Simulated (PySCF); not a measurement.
## Telling isomers of C6H8NP apart by NMR

PySCF 2.14 calculation with shielding tensors at PBE0/pcSseg-1 (GIAO) and geometry: GFN2-xTB; no solvent, non-relativistic Hamiltonian, one averaged value for each set of equivalent atoms, single conformer.

Chemical shifts δ = σref − σ; ¹H (σref 31.72) and ¹³C (σref 186.93) vs TMS, all at this level. Splittings of carbon signals by F and P are missing where no couplings were computed. Where no couplings were computed, multiplicities follow the n + 1 count of equivalent neighbours, and m marks all less simple cases (inequivalent or close neighbours, rings, F or P nearby). Shifts are as computed. Against solution values, carbons near 30 ppm lie about +3 ppm off and those near 130 ppm about +5 ppm. Of 1211 compounds with measured shifts, 218 miss one by over three times the rms of a fit or turn the order of signals round; such compounds aren't used in these exercises.

(1) Tabulate the signals of `Cc1cpcc(C)n1`, `CPc1ccncc1`, `CCc1ccpcn1` and their relative energies.

(2) What is the quickest way to tell Cc1cpcc(C)n1 from CPc1ccncc1?

(3) What is the quickest way to tell CPc1ccncc1 from CCc1ccpcn1?

(4) What is the quickest way to tell Cc1cpcc(C)n1 from CCc1ccpcn1?

Results:

(1) 
```tsv
SMILES	carbon types	δC	δH	E rel. (kcal/mol)
Cc1cpcc(C)n1	2×C 2×CH 2×CH3	165.5, 150.6, 30.8	8.62 (m, 2H), 2.84 (s, 6H)	0.0
CPc1ccncc1	1×C 4×CH 1×CH3	159.2, 155.0, 130.3, 10.6	8.82 (m, 2H), 7.39 (m, 2H), 4.22 (m, 1H), 1.49 (m, 3H)	3.7
CCc1ccpcn1	1×C 3×CH 1×CH2 1×CH3	192.1, 175.6, 168.2, 128.0, 40.1, 20.0	10.72 (m, 1H), 9.66 (m, 1H), 7.75 (m, 1H), 3.01 (q, 2H), 1.32 (t, 3H)	6.3
```

Energies are electronic energies at PBE0/pcSseg-1 on these geometries, without zero-point or thermal terms, each for the one conformer computed, which needn't be the lowest.

(2) Count the carbon signals: 3 against 4. The first has a methyl carbon on an aromatic ring (CH3) at 30.8 ppm, the second an aromatic CH at 130.3 ppm. Their most deshielded carbons lie at 165.5 and 159.2 ppm.

(3) Count the carbon signals: 4 against 6. The first has an aromatic CH next to a ring nitrogen at 155.0 ppm, the second an sp3 CH2 on an aromatic ring at 40.1 ppm. Their most deshielded carbons lie at 159.2 and 192.1 ppm. In the proton spectra the most deshielded non-exchanging signals are 8.82 (m, 2H) and 10.72 (m, 1H).

(4) Count the carbon signals: 3 against 6. The first has an aromatic CH at 150.6 ppm, the second an sp3 CH2 on an aromatic ring at 40.1 ppm. Their most deshielded carbons lie at 165.5 and 192.1 ppm. In the proton spectra the most deshielded non-exchanging signals are 8.62 (m, 2H) and 10.72 (m, 1H).
